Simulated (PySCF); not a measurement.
BHN, multiplicity 2. Atoms are numbered in the order given.

```xyz
3

B      0.0000     0.0000     0.8359
N      0.0000     0.0000    -0.3983
H      0.0000     0.0000    -1.3917
```
Charge 0, spin multiplicity 2.

Geometry: B3LYP-D3(BJ)/def2-TZVPD. The isomer is the one that the SMILES or the coordinates give; other isomers of the formula were not compared.

Calculation: M06-2X/def2-TZVPD (PySCF).

Gas-phase values at a fixed geometry.

Q: Estimate the frontier levels, dipole moment and polarisability. (An estimate is asked for; the answer gives what the named calculation found.)

A: 
```
Item                                                               Value
-----------------------------------------------  -----------------------
α spin, highest occupied and lowest empty level        -9.97 and 0.45 eV
β spin, highest occupied and lowest empty level      -10.10 and -9.92 eV
dipole moment                                                     0.16 D
mean static polarisability                          22.4 bohr³ (3.32 Å³)
polarisability, principal values                  20.1, 20.1, 27.0 bohr³
⟨S²⟩                                             0.767 (pure state 0.75)
```
